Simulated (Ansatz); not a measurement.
`CO[SiH](C)C#N` + H₂S → `C[SiH](S)C#N` + CH₃OH  (ligand exchange at the Si–O bond)

Computed with Ansatz on PBE0-D4/def2-TZVP structures; ΔE is electronic, products minus reactants. CCSD(T)/CBS is the MP2 limit (def2-TZVPP, def2-QZVPP) plus CCSD(T) − MP2 in def2-TZVPP, frozen cores. This one scheme is used for every species. Functionals use def2-TZVPP. B3LYP here is the variant with VWN-RPA as its local correlation; programs differ in this. Each species was taken in one conformer, which may not be the lowest.

| level | ΔE (kJ/mol) | difference from CCSD(T)/CBS |
| --- | --- | --- |
| PBE-D4 | 32.2 | -12.9 |
| PBE0-D4 | 35.1 | -10.0 |
| B3LYP-D4 | 47.7 | 2.6 |
| ωB97M-V | 46.8 | 1.7 |
| B3LYP | 47.7 | 2.6 |
| MP2/def2-TZVPP | 45.1 | 0.0 |
| SCS-MP2/def2-TZVPP | 49.3 | 4.2 |
| HF/def2-QZVPP | 60.9 | 15.8 |
| HF/CBS(def2) | 61.1 | 16.0 |
| CCSD/CBS(def2) | 47.5 | 2.4 |
| CCSD(T)/CBS | 45.1 | 0 |

Largest T1 diagnostic among the species: 0.012.

In def2-TZVPP, CCSD(T) changes the Hartree–Fock value by −11.1 kJ/mol (the triples alone add −2.4 kJ/mol) and MP2 by −14.3 kJ/mol.

CCSD(T)/CBS has its own doubt, a few kJ/mol and more with outer-core shells, so smaller differences from it don't rank the levels.
